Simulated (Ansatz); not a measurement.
SnGe₆ (the lowest singlet isomer of a short search), 7 atoms. Hardware: 4 threads of Arm Neoverse V1 on a shared host.

In the def2 sets Sn takes a core potential; there is no spin–orbit coupling. Correlated methods freeze 58 core orbitals; core or outer-core shells of Sn, Ge are correlated, in sets that lack core-valence functions.

Task: How many basis functions does each of these Ansatz runs have, and roughly what does it cost? LC-ωPBE/def2-SVP, charge 1 doublet at the geometry of the charge 0 singlet, energy, from earlier orbitals; PBE-D4/def2-SVP, charge 0 singlet, energy, from earlier orbitals; PBE-D4/def2-TZVPD, charge 0 singlet, energy, from earlier orbitals; PBE-D4/def2-TZVP, charge 0 singlet, energy, from earlier orbitals; PBE0-D4/def2-SVP, charge 0 singlet, energy, from earlier orbitals; r2SCANh-D4/def2-TZVP, charge 0 singlet, energy, from earlier orbitals; MP2/def2-SVP, charge 0 singlet, energy, from earlier orbitals; RPA@PBE/def2-SVP, charge 0 singlet, energy, from earlier orbitals; LC-ωPBE/def2-TZVPD, charge 0 singlet, energy, from earlier orbitals; HF/STO-3G, charge 0 singlet, energy; PBE-D4/def2-SVP, charge 0 singlet, relaxation, 5 steps; PBE0-D4/def2-TZVP, charge 0 singlet, energy, from earlier orbitals.

Result: Other jobs shared the machine, so times can vary by a factor of up to 3. A dash marks memory too small to be measured apart from the calling script's.

```csv
run,functions,fitting or Cholesky vectors,wall time,peak host memory (GiB)
"HF/STO-3G, charge 0 singlet, energy",135,1445,4.9 s,0.73
"PBE-D4/def2-SVP, charge 0 singlet, energy, from earlier orbitals",218,2397,6 s,–
"PBE-D4/def2-TZVP, charge 0 singlet, energy, from earlier orbitals",338,2536,11 s,1
"PBE0-D4/def2-SVP, charge 0 singlet, energy, from earlier orbitals",218,2238,16 s,1
"MP2/def2-SVP, charge 0 singlet, energy, from earlier orbitals",218,2238,17 s,1.1
"RPA@PBE/def2-SVP, charge 0 singlet, energy, from earlier orbitals",218,2238,17 s,0.85
"PBE-D4/def2-TZVPD, charge 0 singlet, energy, from earlier orbitals",380,2642,20 s,1.4
"PBE-D4/def2-SVP, charge 0 singlet, relaxation, 5 steps",218,2397,25 s,–
"LC-ωPBE/def2-TZVPD, charge 0 singlet, energy, from earlier orbitals",380,2642,31 s,2.2
"PBE0-D4/def2-TZVP, charge 0 singlet, energy, from earlier orbitals",338,2434,46 s,2
"r2SCANh-D4/def2-TZVP, charge 0 singlet, energy, from earlier orbitals",338,2434,53 s,2
"LC-ωPBE/def2-SVP, charge 1 doublet at the geometry of the charge 0 singlet, energy, from earlier orbitals",218,2397,66 s,2.4
```
